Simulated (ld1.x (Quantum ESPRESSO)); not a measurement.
# Ranking TM potentials for nitrogen

All share these settings but for the change named:

- Element: nitrogen (N)
- Generator: ld1.x (Quantum ESPRESSO) 7.5
- Type: norm-conserving Troullier–Martins (Kleinman–Bylander form)
- Functional: LDA (PZ)
- Relativity: non-relativistic
- Frozen core: [He]
- Valence charge: 5
- Reference configuration: 2s2 2p2.5 (charge +0.5)
- Partial waves: 2p (bound): rc 2.55 bohr; 2s (bound): rc 1.15 bohr
- Local potential: the s channel
- Core correction: none

Cutoff: the first of the cutoffs (Ry, on a coarse ladder) from which the occupation-weighted sum of valence levels, in a spherical-Bessel basis at the reference potential, stays within 10 and 1 mRy of its value at 400 Ry; the density cutoff is not measured.

The base gives 45 Ry.

Of 6 variants that were run, those that failed, showed a ghost or another fault, or gave nearly equal values are left out.

A variant can come out equal or close to the base.

(1) Rank these variants from softest to hardest (loose cutoff).
A. wave 2p (bound): rc 2.55 bohr becomes 2p (bound): rc 3.68 bohr
B. all radii scaled by about 0.75 (s 0.86, p 1.90 bohr)
C. type ultrasoft; waves now 2s (bound): rcut 1.00, rcutus 1.15 bohr; 2s channel at -0.8 Ry: rcut 1.00, rcutus 1.15 bohr; 2p (bound): rcut 2.20, rcutus 2.55 bohr; 2p channel at 0.05 Ry: rcut 2.20, rcutus 2.55 bohr; local potential all-electron potential smoothed inside 1.85 bohr (lloc = -2); augmentation PSQ, radius 0.95 bohr

## Answers

(1) C (15 Ry), A (45 Ry), B (55 Ry).
